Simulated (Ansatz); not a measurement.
Consider the cleavage of the Ge–Ge bond: `[GeH3][SiH2][GeH2][SiH2][GeH2][GeH3]` + `C=C(N)O` → `C=C(N)[O][GeH3]` + `[GeH3][SiH2][GeH2][SiH2][GeH3]`.

Calculated with Ansatz (gas phase, PBE0-D4/def2-TZVP geometries, no zero-point term in ΔE). CCSD(T)/CBS adds triple-zeta CCSD(T) − MP2 to the extrapolated MP2 energy (def2 sets, frozen cores). Functionals use def2-TZVPP. For Ge outer-core shells are correlated without core-valence functions, which leaves a few kJ/mol of doubt a bond. Scalar relativity is left out up to krypton. One conformer a species, not always the lowest.

CCSD(T)/CBS gives +0.20 eV.

Another level gave +0.15 eV. Which?
A. ωB97X-V/def2-TZVPP
B. HF/def2-TZVPP
C. PBE0-D4/def2-TZVPP
D. r2SCAN-D4/def2-TZVPP

A. ωB97X-V 0.15, r2SCAN-D4 0.22, PBE0-D4 0.31, HF/def2-TZVPP -0.03 eV.

Largest T1 diagnostic among the species: 0.012.

The D4 term adds +0.06 eV with B3LYP and +0.04 eV with PBE0; it sums over pairs of atoms, weighted by their polarisabilities, and B3LYP, whose exchange is more repulsive, gets the larger term. In def2-TZVPP, CCSD(T) changes the Hartree–Fock value by +0.19 eV (the triples alone add +0.01 eV) and MP2 by +0.21 eV.

B3LYP here is the variant with VWN-RPA as its local correlation; programs differ in this.
